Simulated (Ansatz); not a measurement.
Energy needed to pull apart CH2BrF (SMILES FCBr), singlet, into free ground-state atoms, from the structure below (displaced at random from its PBE0-D4/def2-TZVP minimum); no zero-point or spin–orbit terms; open-shell atoms are treated unrestricted, in their ground-state multiplicity.

```
5
angstrom
F 0.7763 1.1911 0.2085
C 0.1706 -0.0352 0.0548
Br -1.5345 0.0945 -0.9037
H 0.7708 -0.8437 -0.5743
H 0.0887 -0.5802 1.0675
```

Program: Ansatz 0.2.0. Basis: def2-TZVPP. Cores are frozen in the correlated methods. Filled d shells of the heavier atoms are correlated. The def2 sets are not built for correlating such inner shells, so the correlated values are less sure here.

| method | atomization energy (kJ/mol) |
| --- | --- |
| PBE-D4 | ? |
| r2SCAN-D4 | ? |
| PBE0-D4 | 1601 |
| wB97M-V | 1591 |
| HF | 1087 |
| MP2 | 1594 |
| CCSD | 1518 |
| CCSD(T) | 1551 |

Q: What does PBE-D4 give? (Judge from chemistry; the value comes from the calculation.)

A: By the calculation: 1660 kJ/mol, which is about 108 kJ/mol more than CCSD(T)/def2-TZVPP.

Q: What does r2SCAN-D4 give? (To be estimated.)

A: The calculation gives: 1605 kJ/mol, which is about 54 kJ/mol more than CCSD(T)/def2-TZVPP.

In triple zeta the MP2 and coupled-cluster atomization energies are still short of their basis limit by a few kcal/mol a bond, whereas those of the functionals are nearly converged, so these differences are not deviations from converged CCSD(T).

The T1 diagnostic stays at or below 0.010.

For scale, one of the runs: CCSD(T)/def2-TZVPP forces, 138 basis functions (an equivalent command: `ansatz run in.yaml --threads 2`). Time: 93 s of wall clock on 2 CPU threads; the host was shared. Peak host memory: 1.4 GiB.
